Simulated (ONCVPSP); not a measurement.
# lanthanum (La), ONCV: configuration errors across variants

| Item | Value |
| --- | --- |
| Element | lanthanum (La) |
| Generator | ONCVPSP 4.0.1 |
| Type | optimised norm-conserving Vanderbilt (ONCV) |
| Functional | LDA (Perdew-Zunger) |
| Relativity | scalar-relativistic |
| Frozen core | [Kr] 4d10 |
| Valence charge | 11 |
| Reference configuration | 5s2 5p6 5d1 6s2 |
| Partial waves | 5s+6s: rc 2.55 bohr, ncon 5, nbas 9, qcut 4.4 1/bohr, 2 projectors; 5p: rc 2.30 bohr, ncon 4, nbas 7, qcut 7 1/bohr, 3 projectors, debl 1.8 Ha; 5d: rc 3.50 bohr, ncon 4, nbas 9, qcut 5 1/bohr, 2 projectors, debl 3.2 Ha; f scattering state at 0.18 Ha: rc 3.80 bohr, ncon 4, nbas 7, qcut 2.6 1/bohr, 2 projectors, debl 2.8 Ha |
| Local potential | polynomial inside 1.75 bohr (lpopt 5, dvloc0 0 Ha) |
| Core correction | Teter function, fcfact 2, rcfact 1.4 |

In the f channel the program set the typed energies aside and used -0.168, 2.632 Ha.

All-electron excitation energies from the reference (eV): (1) 5s2 5p6 5d1 6s1 6.163; (2) 5s2 5p6 5d1 6s0 17.315; (3) 5s2 5p6 5d0 6s0 36.416; (4) 5s1 5p6 5d1 6s2 44.201.

3 further variants failed, have other tests or too few solved ones, and are left out.

A true bound ghost makes a file unfit for plane-wave use even where its test errors are small: the radial tests pick states by their node count and pass the ghost by.

Errors AE − PS in meV (a dash: test not solved or not reliable):

```csv
change,(1),(2),(3),(4),bound ghosts,GHOST(+) flags above zero
base,-1.4,-6.2,-2.1,-125,none,"s, p, f"
s: qcut 2.8; p: qcut 4.4; d: qcut 3.2; f: qcut 1.6,-2.1,-12,+40,-272,none,"s, p, d, f"
s: qcut 3.2; p: qcut 5.1; d: qcut 3.6; f: qcut 1.9,-4.0,-23,+19,-264,d,f
s: qcut 3.5; p: qcut 5.6; d: qcut 4; f: qcut 2.1,-2.1,-11,+9.3,-211,none,"s, d, f"
s: qcut 3.9; p: qcut 6.3; d: qcut 4.5; f: qcut 2.3,-1.7,-8.1,+1.7,-170,none,"s, p, f"
s: qcut 4.8; p: qcut 7.7; d: qcut 5.5; f: qcut 2.9,-1.4,-5.6,-5.2,-105,none,"s, p"
s: qcut 5.2; p: qcut 8.3; d: qcut 5.9; f: qcut 3.1,-1.3,-5.0,-4.4,-79,none,"s, p"
```

Give the same row for: s: qcut 4.5; p: qcut 7.1; d: qcut 5.1.

-1.5, -6.0, -2.7, -118; bound ghosts: none; GHOST(+) flags above zero: s, p, f.
